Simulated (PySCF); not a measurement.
# Choosing a basis for TDDFT

C3H7NSi.
SMILES: `C[SiH](C)C#N`

TDDFT with PBE0 (PySCF), vertical singlets, core orbitals frozen in the response, spherical d and f functions. Geometry: PBE0-D3(BJ)/def2-SVP; no solvent, vibrations or thermal averaging.

```json
{"basis": "6-31G*", "functions": "88", "diffuse": "no", "S1 (eV)": "7.10", "S2 (eV)": "7.45", "S3 (eV)": "7.46", "S4 (eV)": "8.13", "S5 (eV)": "8.20", "LUMO (eV)": "0.16", "α (au)": "54.5"}
{"basis": "6-31+G*", "functions": "108", "diffuse": "yes", "S1 (eV)": "7.04", "S2 (eV)": "7.34", "S3 (eV)": "7.34", "S4 (eV)": "8.02", "S5 (eV)": "8.07", "LUMO (eV)": "-0.41", "α (au)": "61.5"}
{"basis": "def2-SVP", "functions": "109", "diffuse": "no", "S1 (eV)": "7.11", "S2 (eV)": "7.45", "S3 (eV)": "7.45", "S4 (eV)": "8.13", "S5 (eV)": "8.13", "LUMO (eV)": "0.04", "α (au)": "57.0"}
{"basis": "def2-SVPD", "functions": "160", "diffuse": "yes", "S1 (eV)": "7.03", "S2 (eV)": "7.33", "S3 (eV)": "7.34", "S4 (eV)": "8.04", "S5 (eV)": "8.07", "LUMO (eV)": "-0.29", "α (au)": "66.1"}
{"basis": "aug-cc-pVDZ", "functions": "182", "diffuse": "yes", "S1 (eV)": "7.00", "S2 (eV)": "7.29", "S3 (eV)": "7.29", "S4 (eV)": "7.94", "S5 (eV)": "7.98", "LUMO (eV)": "-0.49", "α (au)": "67.6"}
{"basis": "def2-TZVP", "functions": "203", "diffuse": "no", "S1 (eV)": "6.97", "S2 (eV)": "7.27", "S3 (eV)": "7.28", "S4 (eV)": "8.00", "S5 (eV)": "8.01", "LUMO (eV)": "-0.24", "α (au)": "64.1"}
{"basis": "def2-TZVPD", "functions": "254", "diffuse": "yes", "S1 (eV)": "6.95", "S2 (eV)": "7.23", "S3 (eV)": "7.24", "S4 (eV)": "7.96", "S5 (eV)": "7.97", "LUMO (eV)": "-0.41", "α (au)": "67.4"}
```

Problem. How much do these states and the polarisability depend on the basis?

Solution. States are compared by their number. Against the largest diffuse basis here (def2-TZVPD, itself not a converged limit), sets without diffuse functions differ by up to 0.16 eV in S1 and 0.23 eV in S5; the smaller diffuse sets differ by up to 0.09 and 0.10 eV. S1 is led by HOMO-1→LUMO (47%) in 6-31G* and by HOMO→LUMO (36%) in def2-TZVPD. S1 is led by HOMO-1→LUMO (38%) in def2-SVP and by HOMO→LUMO (36%) in def2-TZVPD. State by state, the largest deviation of a set without diffuse functions is S1 0.16, S2 0.22, S3 0.22, S4 0.17, S5 0.23 eV. The same number needn't mean the same state in each row. Against def2-TZVPD the polarisability deviates by -19% in 6-31G*, -9% in 6-31+G*, -15% in def2-SVP, -2% in def2-SVPD, 0% in aug-cc-pVDZ, -5% in def2-TZVP. A single + in a Pople set puts diffuse functions on heavy atoms only.
